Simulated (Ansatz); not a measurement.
A run on C₂H₉OSbSi (`C[O][Sb]([CH3])[SiH3]`) with other settings.

```yaml
crystal:
  periodic: [false, false, false]
  atoms:
    - {symbol: C, position_ang: [-2.199895, 0.809217, 0.786962]}
    - {symbol: O, position_ang: [-1.124007, -0.092050, 0.823958]}
    - {symbol: Sb, position_ang: [-0.367507, -0.698659, -0.908648]}
    - {symbol: C, position_ang: [0.933134, -2.081374, 0.093384]}
    - {symbol: Si, position_ang: [1.434109, 1.165406, -0.974716]}
    - {symbol: H, position_ang: [-2.562427, 0.942070, 1.810200]}
    - {symbol: H, position_ang: [-1.906431, 1.796814, 0.404014]}
    - {symbol: H, position_ang: [-3.037757, 0.444789, 0.176245]}
    - {symbol: H, position_ang: [1.256810, -1.623525, 1.027680]}
    - {symbol: H, position_ang: [1.799438, -2.302774, -0.531562]}
    - {symbol: H, position_ang: [0.389689, -3.002770, 0.299185]}
    - {symbol: H, position_ang: [2.229247, 1.159178, 0.283341]}
    - {symbol: H, position_ang: [0.788415, 2.497395, -1.132628]}
    - {symbol: H, position_ang: [2.354583, 0.957285, -2.128616]}
basis:
  gaussian: {orbitals: def2-SVP, nuclear_model: gaussian}
hamiltonian: {xc: {name: r2SCAN50}}
scf: {lower_state_search: full}
```

```sh
$ ansatz run in.yaml --threads 4 --pin off --events-out ev --progress --plain --max-ram 11315MiB
```

Output, abridged:

```
Functional definition: r2SCAN50
1387 factors; integrals over basis functions are off by at most 1.5e-3 eV
mean field evaluation 1: about -18667.9932 eV, gradient 4.7e1 eV
mean field evaluation 2: about -18668.4330 eV, gradient 4.7e1 eV
mean field evaluation 4: about -18673.3718 eV, gradient 8.6e0 eV
mean field evaluation 8: about -18673.5285 eV, gradient 5.3e-1 eV
mean field evaluation 16: about -18673.5293 eV, gradient 1.1e-4 eV
mean field -18673.52928340 eV, -686.2395437922 hartree, gradient 3.5e-5 eV, S^2 0.000000; 0 other end points of the search recorded, 0 dependent functions left out
reference -18673.52929051 eV, -686.2395440535 hartree; 33, 33 occupied and 98, 98 virtual orbitals, 1387 factors
Total energy: -18673.52929051 eV, -686.2395440535 hartree
```

It took 4.2 s on 4 threads of an Intel Xeon Platinum 8259CL on a shared host, with 0.63 GiB of host memory at the peak.
